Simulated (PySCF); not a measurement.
# Sulfur: a sound run and one with changed settings

Sound run: S²⁺ [Ne] 3s2 3p2, S³⁺ [Ne] 3s2 3p1. Calculation: PySCF 2.14, in jorge-DZP-DKH; scalar relativity by spin-free X2C-1e. In the sound run the correlated levels freeze [Ne]. The sound run starts from symmetry-adapted Hartree-Fock orbitals and uses a fine grid where one is needed.

Changed run: basis STO-3G, all-electron and non-relativistic. This setting is unsound on purpose.

```
species   method  sound run (hartree)  changed run (hartree)  converged
    S²⁺      UHF           -397.40398             -392.09347        yes
    S²⁺     BP86           -397.99416             -392.56313        yes
    S²⁺     PBE0           -397.81855             -392.42783        yes
    S²⁺      MP2           -397.45765             -392.10181        yes
    S²⁺  CCSD(T)           -397.47976             -392.10822        yes
    S³⁺      UHF           -396.15005             -390.80108        yes
    S³⁺     BP86           -396.71291             -391.24011        yes
    S³⁺     PBE0           -396.53755             -391.10558        yes
    S³⁺      MP2           -396.19151             -390.81823        yes
    S³⁺  CCSD(T)           -396.21232             -390.83050        yes
```

Ionisation energy of S²⁺:

| method | sound run (eV) | changed run (eV) |
| --- | --- | --- |
| UHF | 34.121 | 35.168 |
| BP86 | 34.865 | 36.001 |
| PBE0 | 34.858 | 35.980 |
| MP2 | 34.453 | 34.928 |
| SCS-MP2 | 34.371 | 34.880 |
| CCSD | 34.480 | 34.768 |
| CCSD(T) | 34.489 | 34.768 |

A minimal basis cannot let orbitals breathe on ionisation and holds almost no correlation. The Hamiltonian changed with the basis, so the totals do not compare.

For comparison, NIST gives 34.86 ± 0.04 eV between the lowest levels.
